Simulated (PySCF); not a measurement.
Mg(Me)2 (C2H6Mg), SMILES [CH3][Mg][CH3]. Atoms are numbered in the order given.

```xyz
9

Mg     0.0000     0.0000     0.0000
C      0.0000     0.0000    -2.0932
H      0.8599     0.5413    -2.4993
H     -0.8987     0.4740    -2.4993
H      0.0389    -1.0153    -2.4993
C      0.0000     0.0000     2.0932
H      0.8599    -0.5413     2.4993
H     -0.8987    -0.4740     2.4993
H      0.0389     1.0153     2.4993
```

Coordinates come from a B3LYP-D3(BJ)/def2-TZVP optimisation. The isomer is the one that the SMILES or the coordinates give; other isomers of the formula were not compared.

These are HF/pcSseg-2 run with PySCF values and carry that method's errors.

GIAO shieldings, no solvent; atoms alike by connectivity are averaged. δ = σ(ref) − σ: ¹³C against TMS (σ = 193.3 ppm); ¹H against TMS (σ = 31.98 ppm), references at their B3LYP-D3(BJ)/def2-TZVP geometries, non-relativistic.

| nucleus | atoms | count | δ (ppm) |
|---|---|---|---|
| ¹³C | C2, C6 | 2 | -19.2 |
| ¹H | H3, H4, H5, H7, H8, H9 | 6 | -1.00 |
